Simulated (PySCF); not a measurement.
# EPR parameters of C6H12N

Compound: C6H12N (doublet state).
Geometry (GFN2-xTB, Å), atoms numbered from 1 in this order:
```
atom  x, y, z in Å
C1     2.6848    0.2101   -0.3329
C2     1.4367   -0.5972   -0.2936
N3     0.2364    0.0559   -0.0637
C4    -0.0112    1.0056    1.0127
C5    -1.4497    0.4844    1.1145
C6    -1.0467   -0.6134    0.1144
C7    -1.8645   -0.7118   -1.1633
H8     3.5523   -0.4462   -0.2918
H9     2.7261    0.8967    0.5125
H10    2.7685    0.8136   -1.2481
H11    1.3532   -1.4579   -0.9386
H12    0.5918    0.8323    1.9111
H13    0.1070    2.0458    0.6990
H14   -2.1973    1.1708    0.7250
H15   -1.7515    0.1352    2.0980
H16   -0.9526   -1.6077    0.5735
H17   -2.8664   -1.0711   -0.9401
H18   -1.9340    0.2646   -1.6364
H19   -1.3925   -1.4004   -1.8596
```

The hyperfine couplings belong to this conformer and change with its torsions.

Identity: `C[CH]N1CC[C@H]1C` [radical].

The calculation used UKS B3LYP, pcH-1 on C H N, non-relativistic, mean-field spin-orbit, GIAO (PySCF). Geometry: GFN2-xTB, one conformer, isolated molecule. Couplings are sensitive to structure, and on GFN2-xTB geometries they can be far from those on DFT ones. Stability of the SCF solution: not tested.

| Property | Result |
| --- | --- |
| g1, g2, g3 | 2.00214, 2.00280, 2.00327 |
| g_iso | 2.00274 |
| Form of g | rhombic: the two nearest values differ by 41 % of g3 − g1 |
| ⟨S²⟩ | 0.7533 (exact 0.7500) |
| α and β electrons | 28, 27 |
| Basis functions | 295 |

Isotropic coupling and dipolar principal values T1 to T3, in 10⁻⁴ cm⁻¹; ρ(0) is the spin density at the nucleus (1 × 10⁻⁴ cm⁻¹ = 2.998 MHz):

```tsv
atom	isotope	a_iso	T1	T2	T3	Mulliken spin population	ρ(0) (bohr⁻³)
C1	13C	-2.9	-0.7	-0.5	1.2	-0.06	-0.0078
C2	13C	40.0	-21.8	-21.5	43.4	0.81	0.1068
N3	14N	3.6	-3.8	-3.7	7.5	0.14	0.0330
C4	13C	4.7	-0.9	-0.6	1.5	-0.01	0.0126
C5	13C	-0.3	-0.3	-0.2	0.6	0.00	-0.0009
C6	13C	1.7	-0.7	-0.3	1.0	-0.01	0.0044
C7	13C	3.7	-0.3	-0.2	0.6	0.00	0.0098
H8	1H	6.0	-1.7	-1.3	3.1	0.01	0.0040
H9	1H	10.0	-1.5	-1.4	2.9	0.01	0.0067
H10	1H	39.1	-1.3	-1.0	2.3	0.07	0.0262
H11	1H	-9.7	-10.1	-0.4	10.5	-0.03	-0.0065
H12	1H	6.9	-1.3	-0.9	2.2	0.03	0.0046
H13	1H	4.5	-1.2	-0.8	2.0	0.00	0.0030
H14	1H	1.1	-0.6	-0.4	1.0	0.00	0.0007
H15	1H	-0.6	-0.5	-0.4	0.9	0.00	-0.0004
H16	1H	4.6	-1.3	-0.9	2.2	0.03	0.0031
H17	1H	-0.2	-0.4	-0.4	0.7	0.00	-0.0001
H18	1H	0.0	-0.7	-0.5	1.2	0.00	0.0000
H19	1H	0.0	-0.7	-0.5	1.2	0.00	0.0000
```

The largest Mulliken spin populations are on C2 (+0.81), N3 (+0.14), H10 (+0.07) and C1 (-0.06). No atom but C2 exceeds +0.15. The angles at C2 add up to 351.3°, so it is slightly pyramidal.

Axes: g2 points within 9° of the C2–N3 bond.

Under fast tumbling the dipolar parts average out, and these isotropic splittings remain (the largest six): 3 × 1H (H8/H9/H10, I = 1/2, 4 lines) with 1.96 mT, 1 × 1H (H11, I = 1/2, 2 lines) with 1.04 mT, 1 × 1H (H12, I = 1/2, 2 lines) with 0.74 mT, 1 × 1H (H16, I = 1/2, 2 lines) with 0.49 mT, 1 × 1H (H13, I = 1/2, 2 lines) with 0.48 mT and 1 × 14N (N3, I = 1, 3 lines) with 0.38 mT.

Nuclei that the bonding pattern makes equivalent are averaged, as if the motion that swaps them (rotation, inversion, ring flip) were fast. The three 1H nuclei of mean +55.1 MHz run from 17.9 to 117.2 MHz in the frozen geometry.

The 13C coupling of C2 (120.0 MHz) shows only in satellite lines or after enrichment, since that isotope makes up about 1.07 % of natural carbon.

Examples of negative spin density at the nucleus (bohr⁻³): C1 (-0.0078) and H11 (-0.0065).
